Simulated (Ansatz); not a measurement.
`C[SiH](N)BF` → `CBF` + `N[SiH]`  (silylene formation by 1,1-elimination)

Isolated molecules relaxed with PBE0-D4/def2-TZVP in Ansatz; ΔE leaves out vibrations. CCSD(T)/CBS adds triple-zeta CCSD(T) − MP2 to the extrapolated MP2 energy (def2 sets, frozen cores). This one scheme is used for every species. DFT in def2-TZVPP. Each species was taken in one conformer, which may not be the lowest.

`C[SiH](N)BF`:

Z-matrix (Å, degrees):
```
C
Si 1 1.880
H 1 1.093 2 110.7
H 1 1.094 2 110.5 3 119.4
H 1 1.093 2 111.6 3 -120.3
N 2 1.724 1 116.0 3 59.4
B 2 2.037 1 110.0 3 -179.8
H 2 1.494 1 106.8 3 -60.2
H 6 1.007 2 121.7 1 -64.7
H 6 1.007 2 120.4 1 83.9
F 7 1.326 2 119.7 1 63.2
H 7 1.207 2 125.0 1 -115.8
```

`CBF`:

Cartesian coordinates in Å:
```
C -0.005 -0.359 0.587
B 0.015 0.452 -0.738
F -1.100 0.638 -1.431
H -0.990 -0.740 0.859
H 0.376 0.264 1.405
H 0.696 -1.199 0.517
H 1.010 0.944 -1.199
```

`N[SiH]`:

Cartesian coordinates in Å:
```
N 0.401 -0.356 -0.175
Si -0.170 1.249 -0.070
H -0.059 -1.177 0.187
H 1.273 -0.579 -0.628
H -1.445 0.863 0.686
```

| level | ΔE (kJ/mol) |
| --- | --- |
| r2SCAN-D4 | 117.7 |
| CCSD/CBS(def2) | 106.2 |

Question: What does CCSD(T)/CBS give? (An estimate is asked.)

Answer: The calculation gave: +108.0 kJ/mol. The listed levels differ from it by 9.7, -1.8 kJ/mol.

Largest T1 diagnostic among the species: 0.015.

From PBE to PBE0 (25 % exact exchange), in def2-TZVPP and without D4, ΔE moves by +11.3 kJ/mol. The D4 term adds +14.2 kJ/mol with B3LYP and +8.0 kJ/mol with PBE0; it sums over pairs of atoms, weighted by their polarisabilities, and B3LYP, whose exchange is more repulsive, gets the larger term.

B3LYP here is the variant with VWN-RPA as its local correlation; programs differ in this.
